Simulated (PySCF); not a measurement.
# Electron affinity of K by level of theory

K- [Ar] 4s2 (1S) → K [Ar] 4s1 (2S), as a difference of total energies. Calculation: PySCF 2.14, in x2c-QZVPPall with one added diffuse shell each of s, p, d, f type (12s8p5d4f, 89 functions); the spin-free X2C one-electron Hamiltonian (Gaussian nucleus). Correlated levels: valence: [Ar] frozen; valence and next inner shell: [Ne] frozen. The calculations carry no spin-orbit coupling.

| method | electron affinity (eV) | error (eV) |
| --- | --- | --- |
| UHF | -0.085 | -0.586 |
| LDA | 0.574 | +0.073 |
| PBE | 0.514 | +0.013 |
| PBE0 | 0.479 | -0.022 |
| r2SCAN | 0.403 | -0.098 |
| CAM-B3LYP | 0.453 | -0.048 |
| TPSSh | 0.523 | +0.022 |
| B97-3 | 0.593 | +0.092 |
| wB97X-V | 0.385 | -0.116 |
| MP2 (valence) | 0.292 | -0.209 |
| SCS-MP2 (valence) | 0.368 | -0.133 |
| MP2 (valence and next inner shell) | 0.331 | -0.170 |
| SCS-MP2 (valence and next inner shell) | 0.397 | -0.104 |

Reference: 0.501 eV (measured; photodetachment measurements, as compiled on the Wikipedia data page of electron affinities).

Errors of the correlated levels include the incompleteness of this basis and the frozen core.

A negative affinity means that the anion lies above the atom at that level of theory.

In the anion the highest occupied orbital energy is positive at LDA, PBE, PBE0, r2SCAN, TPSSh, B97-3, a self-interaction effect; the basis confines that electron, and the energy difference can still be sensible.
